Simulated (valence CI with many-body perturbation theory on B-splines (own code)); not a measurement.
**Bi⁷⁸⁺ in brief**

Calculated by configuration interaction combined with many-body perturbation theory (CI+MBPT): three valence electrons over a frozen Dirac-Fock core [He], radial functions for each j: 11 s, 11 p, 10 d, 8 f, 5 g, 2 h, with the one-electron correlation potential Σ1, the two-electron term Σ2, the three-electron term Σ3, Breit, model QED; selected CI, second order for the rest, scaled by the run's own slope (own B-spline code, finite nucleus).

The last digits are not significant, and no measured levels were compared; by estimate large intervals hold to a few tenths of a per cent, small ones and those within an open d or f shell to about a per cent.

Levels are named by their leading jj configuration (3d3/2^4 stands for four electrons in 3d with j = 3/2), which in mixed levels can hold well under half, so a name can repeat and another be missing.

Rates and lifetimes use the calculated energies. Strong lines usually hold to 10 to 20 %, long lifetimes can be off by a factor of two.

(1) What is the ground level?

(2) How well does LS coupling describe the low levels?

(3) Where does the other parity begin?

(4) Among levels below 21205 eV, which E1 lines absorb most strongly from the ground level?

(5) Name the longest-lived excited levels whose lifetime is computed, and their main decay.

Results:

(1) (2s^2 2p1/2) J=1/2, composition 100 % 2s2 2p 2P°, g = 0.600.

(2) Among the lowest 20 levels the leading LS term, summed over configurations, holds 76 % on average. For single configurations the figures are 75 % in LS and 99 % in jj coupling. Terms mix most in the J = 1/2 level at 334 eV, where the leading one holds 48 %.

(3) At (2s 2p1/2^2) J=1/2, 334 eV.

(4) to (2s^2 3d3/2) J=3/2 at 0.08330 nm, f = 0.531; to (2s 2p1/2 2p3/2) J=3/2 at 0.4335 nm, f = 0.213; to (2s 2p1/2 3p1/2) J=3/2 at 0.08658 nm, f = 0.191.

(5) (2s 2p1/2 2p3/2) J=5/2 at 2771 eV lives 81.1 ps, mostly by E1 to (2s^2 2p3/2) J=3/2; (2s 2p1/2^2) J=1/2 at 334 eV lives 28.2 ps, mostly by E1 to (2s^2 2p1/2) J=1/2.
